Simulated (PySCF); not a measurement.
Geometry:
```
atom   x (Å)   y (Å)   z (Å)
  N1  -1.699  -0.018  -0.426
 Si2  -0.189   0.742  -0.131
  C3   1.230  -0.482   0.359
  F4   1.471  -1.387  -0.606
  F5   2.383   0.167   0.590
  F6   0.935  -1.172   1.475
  H7  -2.257  -0.371   0.342
  H8  -1.852  -0.555  -1.272
  H9   0.288   1.414  -1.370
 H10  -0.312   1.674   1.023
```

Geometry: PBE0-D3(BJ)/def2-SVP; GIAO absolute shieldings from PySCF, gas phase, non-relativistic, averaged over equivalent atoms.

At PBE0/pcSseg-1 (129 basis functions, 20 s wall time on 1 thread of an x86-64 server CPU, shared host):
```csv
atoms,σ (ppm)
N1,258.6
Si2,395.4
C3,51.1
F4/F5/F6,257.8
H9/H10,26.80
H7/H8,30.60
```

Q: Predict the values at CAM-B3LYP/pcSseg-2 on the same geometry.

A: 
```csv
atoms,σ at CAM-B3LYP/pcSseg-2,change
N1,253.7,-4.9
Si2,375.3,-20.1
C3,43.2,-7.9
F4/F5/F6,258.8,+1.0
H9/H10,26.76,-0.04
H7/H8,30.54,-0.06
```

The largest change is at Si2 (silicon bonded to C, N, 2 H). Cost: 279 basis functions, 56 s wall time on 1 thread of an x86-64 server CPU, shared host.
